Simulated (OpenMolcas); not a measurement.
## Nb4+: moving the ligands

Nb4+ with 3 ligands (fluoride) in trigonal planar coordination (D3h) at 1.8 Å. Ligand basis ANO-RCC-VDZP.
```
Nb    0.0000    0.0000    0.0000
F     1.8000    0.0000    0.0000
F    -0.9000    1.5588    0.0000
F    -0.9000   -1.5588    0.0000
```

```
Program             : OpenMolcas
Method              : CASSCF
Basis               : ANO-RCC-VTZP [7s6p4d2f1g]
Scalar Hamiltonian  : DKH2, point nucleus
Active space        : 1 electron in 5 orbitals (4d)
State averaging     : 2S+1 = 2 even, 5 roots
Spin-orbit coupling : state interaction with AMFI integrals over the reference wave functions
```

Runs around this geometry, states (labels of D3, the rotations of D3h). Energies in cm-1 above the lowest state or level, χT in cm3 K/mol.

```json
{"R (Å)": "1.75", "Ground state": "2A1", "First state of that spin": "2E 6065", "First gap with spin-orbit (degeneracies)": "5901 (2, 2)", "χT at 300 K": "0.312"}
{"R (Å)": "1.8", "Ground state": "2A1", "First state of that spin": "2E 5004", "First gap with spin-orbit (degeneracies)": "4875 (2, 2)", "χT at 300 K": "0.294"}
{"R (Å)": "1.9", "Ground state": "2A1", "First state of that spin": "2E 3416", "First gap with spin-orbit (degeneracies)": "3388 (2, 2)", "χT at 300 K": "0.251"}
```

Taking the first state of the same spin as R^-n, n = -ln(3416 / 6065) / ln(1.9 / 1.75) = 7.0 between the shortest and longest distance.

With metal d orbitals alone the field can be off either way by tens of per cent. Ligand-to-metal charge-transfer states are missing. The least metal-like active orbital is 68 % on the metal (Löwdin) and no ligand orbital is active, so the numbers are rough (holds for R = 1.75). The least metal-like active orbital is 70 % on the metal (Löwdin) and no ligand orbital is active, so the numbers are rough (holds for R = 1.8). The least metal-like active orbital is 75 % on the metal (Löwdin) and no ligand orbital is active, so the numbers are rough (holds for R = 1.9). No measured value stands beside these numbers; the geometry was imposed, not optimised, and the real ion may take another.
